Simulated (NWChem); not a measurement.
The numbers come from NWChem runs, not from measurements. System: H6B2, charge 1, spin multiplicity 2, at the geometry of a parent with another charge or spin, in a state set for the comparison that need not be this species' ground state. Its SCF solution wasn't tested for a lower state. Level: UB2PLYP/def2-TZVP, 2 core orbitals frozen.

The NWChem input:

```
start mol
memory heap 200 mb stack 900 mb global 1100 mb
charge 1
geometry units angstroms nocenter noautoz
  B      0.000000     0.000000     0.888533
  B      0.000000     0.000000    -0.888533
  H      0.000000    -0.988328     0.000000
  H      1.049361     0.000000     1.473478
  H     -1.049361     0.000000     1.473478
  H      0.000000     0.988328     0.000000
  H      1.049361     0.000000    -1.473478
  H     -1.049361     0.000000    -1.473478
  symmetry group D2h
end
basis spherical
  * library def2-tzvp
end
dft
  xc hfexch 0.53 becke88 0.47 lyp 0.73 mp2 0.27
  dftmp2
  odft
  mult 2
  semidirect memsize 60000000 filesize 0
  iterations 100
end
mp2
  freeze core 2
end
task dft energy
```

NWChem printed:

```
             Northwest Computational Chemistry Package (NWChem) 7.3.0
             --------------------------------------------------------

                                NWChem Input Module
                                -------------------

 Scaling coordinates for geometry "geometry" by  1.889725989
 (inverse scale =  0.529177249)

 Turning off AUTOSYM since
 SYMMETRY directive was detected!

                             Geometry "geometry" -> ""
                             -------------------------

 Output coordinates in angstroms (scale by  1.889725989 to convert to a.u.)

  No.       Tag          Charge          X              Y              Z
 ---- ---------------- ---------- -------------- -------------- --------------
    1 B                    5.0000     0.00000000     0.00000000     0.88853300
    2 B                    5.0000     0.00000000     0.00000000    -0.88853300
    3 H                    1.0000     0.00000000    -0.98832800     0.00000000
    4 H                    1.0000     1.04936100     0.00000000     1.47347800
    5 H                    1.0000    -1.04936100     0.00000000     1.47347800
    6 H                    1.0000     0.00000000     0.98832800     0.00000000
    7 H                    1.0000     1.04936100     0.00000000    -1.47347800
    8 H                    1.0000    -1.04936100     0.00000000    -1.47347800

 Effective nuclear repulsion energy (a.u.)      31.7896694091

            Nuclear Dipole moment (a.u.)
            ----------------------------
        X                 Y               Z
 ---------------- ---------------- ----------------
     0.0000000000     0.0000000000     0.0000000000

      Symmetry information
      --------------------

 Group name             D2h
 Group number             26
 Group order               8
 No. of unique centers     3

      Symmetry unique atoms

     1    3    4


 Summary of "ao basis" -> "" (spherical)
 ------------------------------------------------------------------------------
       Tag                 Description            Shells   Functions and Types
 ---------------- ------------------------------  ------  ---------------------
[...]
     2   0 2 0     -9.235260     -8.303467     -7.908169      6.976376
     2   0 1 1      0.000000      0.000000      0.000000      0.000000
     2   0 0 2     -5.461418    -35.757803    -28.909928     59.206313

                   NWChem MP2 Semi-direct Energy/Gradient Module
                   ---------------------------------------------

  Basis functions       =     98
  Molecular orbitals    =     98
  Frozen core           =      2
  Frozen virtuals       =      0
  Active alpha occupied =      6
  Active beta occupied  =      5
  Active alpha virtual  =     90
  Active beta virtual   =     91
  Use MO symmetry       = T
  Use skeleton AO sym   = T

  AO/Fock/Back tols     =   1.0D-09  1.0D-09  1.0D-09

 GA uses MA = F    GA memory limited = T

 Available:
  local mem=  4.43D+07
 global mem=  1.44D+08
 local disk=  0.00D+00
  mp2_memr nvloc                    90
  nvloc new                    90
   1 passes of   6:        4194304                      46581                   8910084.
   1 passes of   6: M     44310710           G      144159992           F      40116406.

 Semi-direct pass number   1 of   1  for UHF alpha       at        2.1s
  vrange nnbf                  4844
  mp2_eaftype                    33  avail_ma_in_mb                   386
 EAF : mp2_eaftype filesize          33    4455042.
  mp2_eaf for mointskh                     33
Node 0 wrote     20.9 Mb in      0.0 s     Agg I/O rate:  2039.5 Mb/s
 Done moints_semi at        4.1s
  mp2_eaftype                    33  avail_ma_in_mb                   386
 EAF : mp2_eaftype filesize          33    4455042.
  mp2_eaf for kh                    33
 Done maket at        4.2s
 Done multipass loop at        4.2s

 GA uses MA = F    GA memory limited = T

 Available:
  local mem=  4.43D+07
 global mem=  1.44D+08
 local disk=  0.00D+00
  mp2_memr nvloc                    91
  nvloc new                    91
   1 passes of   5:        4194304                      42333                   7510168.
   1 passes of   5: M     44310710           G      144159992           F      40116406.

 Semi-direct pass number   1 of   1  for UHF beta        at        4.2s
  vrange nnbf                  4844
  mp2_eaftype                    28  avail_ma_in_mb                   386
 EAF : mp2_eaftype filesize          28    3755084.
  mp2_eaf for mointskh                     28
Node 0 wrote     17.6 Mb in      0.0 s     Agg I/O rate:  2843.5 Mb/s
 Done moints_semi at        6.1s
  mp2_eaftype                    28  avail_ma_in_mb                   386
 EAF : mp2_eaftype filesize          28    3755084.
  mp2_eaf for kh                    28
 Done maket at        6.2s
 Done multipass loop at        6.2s

          -------------------------------------------
          DFT energy                     -52.701988267761
          Unscaled MP2 energy             -0.303637499427
          Total DFT+MP2 energy           -52.783970392606
          -------------------------------------------

 -----------------------
 Performance information
 -----------------------

 Timer overhead =  1.74D-07 seconds/call

               Nr. of calls         CPU time (s)                 Wall time (s)                GFlops
             ---------------    -------------------     ------------------------------   -------------------
Name         Min   Avg   Max    Min     Avg     Max     Min     Avg     Max   Mx/calls   Min     Max     Sum
mp2: moin     2     2     2    3.9     3.9     3.9      3.9     3.9     3.9     1.9      0.0     0.0     0.0
mp2: make     2     2     2   0.11    0.11    0.11     0.11    0.11    0.11    5.61E-2   0.0     0.0     0.0
mp2: tota     1     1     1    4.1     4.1     4.1      4.1     4.1     4.1     4.1      0.0     0.0     0.0

 The average no. of pstat calls per process was 5.00D+00
 with a timing overhead of 8.69D-07s

 Task  times  cpu:        6.1s     wall:        6.1s

 Total times  cpu:        6.2s     wall:        6.2s
```
